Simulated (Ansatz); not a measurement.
**Ligand exchange: C3H7ClMg + C2H6OSi → C3H8MgO + C2H5ClSi**

Gas-phase species: C3H7ClMg `C[CH](C)[Mg][Cl]`, singlet; C2H6OSi `C=C[SiH2]O`, singlet; C3H8MgO `C[CH](C)[Mg][OH]`, singlet; C2H5ClSi `C=C[SiH2]Cl`, singlet. The partners trade Cl for OH: Mg–Cl and Si–OH bonds give way to Mg–OH and Si–Cl.

Shapes, held fixed at every level: PBE0-D4/def2-TZVP. Flexible molecules stand in one conformer, not always the lowest. Programs: Ansatz 0.2.0. The zero-point and thermal change to 298 K, harmonic and unscaled (PBE0-D4/def2-TZVP), is -2.4 kJ/mol.

| level | kind | ΔH(298 K) (kJ/mol) | less CCSD(T)/def2-TZVPP |
| --- | --- | --- | --- |
| HF/def2-SVP | Hartree–Fock | +86.0 | +10.9 |
| r2SCAN-D4/def2-TZVPP | meta-GGA | +75.6 | +0.5 |
| r2SCAN0-D4/def2-TZVPP | global hybrid | +78.7 | +3.6 |
| wB97X-V/def2-TZVPP | range-separated hybrid | +74.5 | -0.6 |
| B2PLYP/def2-TZVPP | double hybrid | +73.9 | -1.2 |
| MP2/def2-TZVPP | perturbation theory | +70.1 | -5.0 |
| CCSD/def2-SVP | coupled cluster or CI | +73.5 | -1.6 |
| CCSD(T)/def2-TZVPP | coupled cluster or CI | +75.1 | 0.0 |

The highest level, CCSD(T)/def2-TZVPP, gives ΔH(298 K) = +75.1 kJ/mol; the levels span +70.1 to +86.0. The column of differences is taken from that level and isn't an error. No measured value is set beside it here. Outer-core shells of Mg are correlated, in sets that cover them unevenly. Sets without diffuse functions underbind ionic bonds of s-block metals.
